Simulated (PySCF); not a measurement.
## Electronic structure of Eu⁴⁵⁺ (europium, charge +45) at the UHF level

Configuration: [Ar], closed-shell 1S. Calculation: PySCF 2.14, in an uncontracted even-tempered set (18 s from 9.6 bohr⁻², ratio 2.5; 12 p from 12 bohr⁻², ratio 2.5; 4 d from 54 bohr⁻², ratio 2.7; 4 f from 80 bohr⁻², ratio 2.7); scalar relativity by spin-free X2C-1e.

| Quantity | Value |
| --- | --- |
| Total energy | -9032.274295 hartree |
| One-electron energy | -10110.2318 hartree |
| Hartree (Coulomb) energy | 1224.6613 hartree |
| Exchange energy | -146.7038 hartree |
| ⟨S²⟩ | 0.0000 |
| ⟨L²⟩ | 0.000 |
| Sum of ⟨r⟩ | 2.540 bohr |
| Sum of ⟨r²⟩ | 0.5473 bohr² |

```json
{"shell": "1s", "electrons": "2", "mean orbital energy (hartree)": "-1895.66194", "rms radius, mean of both spins (bohr)": "0.0254"}
{"shell": "2s", "electrons": "2", "mean orbital energy (hartree)": "-399.17139", "rms radius, mean of both spins (bohr)": "0.102"}
{"shell": "2p", "electrons": "6", "mean orbital energy (hartree)": "-367.34962", "rms radius, mean of both spins (bohr)": "0.0909"}
{"shell": "3s", "electrons": "2", "mean orbital energy (hartree)": "-152.80195", "rms radius, mean of both spins (bohr)": "0.247"}
{"shell": "3p", "electrons": "6", "mean orbital energy (hartree)": "-142.49140", "rms radius, mean of both spins (bohr)": "0.243"}
```

Spin-orbit coupling, which splits the p, d and f shells strongly at this Z, is absent.

Densities and radii are taken from the X2C orbitals without a picture-change correction, which distorts them close to the nucleus.

Spin-orbit constants ζ (cm⁻¹) from the X2C one-electron operator on these orbitals: bare nucleus, nucleus screened by l(l+1)(2l+1)/3 electrons, and screened by the Breit-Pauli mean field of the electrons.

| shell | bare | screened nucleus | mean field |
| --- | --- | --- | --- |
| 2p | 3437000 | 3328000 | 3285000 |
| 3p | 841900 | 815100 | 805600 |
